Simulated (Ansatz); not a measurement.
Consider the ligand exchange at a Ga–O bond: `[SiH3][GaH][O][SbH2]` + H–F → `[F][GaH][SiH3]` + `[OH][SbH2]`.

Isolated molecules relaxed with PBE0-D4/def2-TZVP in Ansatz; ΔE leaves out vibrations. CBS: MP2 limit from def2 TZ/QZ plus the TZ coupled-cluster correction, frozen cores. This one scheme is used for every species. Functionals use def2-TZVPP. B3LYP here is the variant with VWN-RPA as its local correlation; programs differ in this. Elements past krypton have def2 core potentials. For Ga, Sb outer-core shells are correlated without core-valence functions, which leaves a few kJ/mol of doubt a bond. Scalar relativity is left out up to krypton. Each species was taken in one conformer, which may not be the lowest.

`[SiH3][GaH][O][SbH2]`:

Z-matrix (Å, degrees):
```
Si
Ga 1 2.416
H 1 1.489 2 110.6
H 1 1.488 2 111.1 3 120.3
H 1 1.489 2 110.5 3 -119.5
O 2 1.792 1 117.1 3 -171.5
Sb 2 3.393 1 90.9 3 -171.0
H 2 1.568 1 130.2 3 9.1
H 7 1.727 2 75.3 1 -25.2
H 7 1.724 2 86.3 1 65.0
```

H–F:

```xyz
2

F     0.275   -0.026   -0.368
H    -0.275    0.026    0.368
```

`[F][GaH][SiH3]`:

```xyz
7

F     1.724    0.352   -1.842
Ga    1.191   -0.484   -0.380
Si   -0.943    0.296    0.413
H     2.219   -1.564    0.094
H    -1.982    0.021   -0.615
H    -1.328   -0.384    1.678
H    -0.881    1.762    0.653
```

`[OH][SbH2]`:

Cartesian coordinates in Å:
```
O 1.104 -0.383 0.308
Sb -0.774 -0.235 -0.282
H 1.379 -1.303 0.279
H -1.228 0.811 0.996
H -0.482 1.110 -1.302
```

| level | ΔE (kJ/mol) | difference from CCSD(T)/CBS |
| --- | --- | --- |
| revPBE-D4 | -18.9 | -8.9 |
| BLYP-D4 | -21.4 | -11.4 |
| r2SCAN-D4 | -24.5 | -14.5 |
| r2SCAN0-D4 | -21.9 | -11.9 |
| B2PLYP | -24.9 | -14.9 |
| PBE | -30.4 | -20.4 |
| PBE0 | -27.7 | -17.7 |
| B3LYP | -36.4 | -26.4 |
| MP2/def2-SVP | -13.7 | -3.7 |
| CCSD(T)/def2-SVP | -16.7 | -6.7 |
| CCSD(T)/CBS | -10.0 | 0 |

Largest T1 diagnostic among the species: 0.016.

At CCSD(T), def2-SVP lies −6.7 kJ/mol from the extrapolated value and def2-TZVPP −2.0 kJ/mol. Leaving LDA and LC-ωPBE aside and taking each functional with its dispersion term where it has one, the values, not all of them listed here, spread over 8.4 kJ/mol, from ωB97X-V to PBE-QIDH. LDA lies +13.5 kJ/mol from PBE without D4.

CCSD(T)/CBS has its own doubt, a few kJ/mol and more with outer-core shells, so smaller differences from it don't rank the levels.
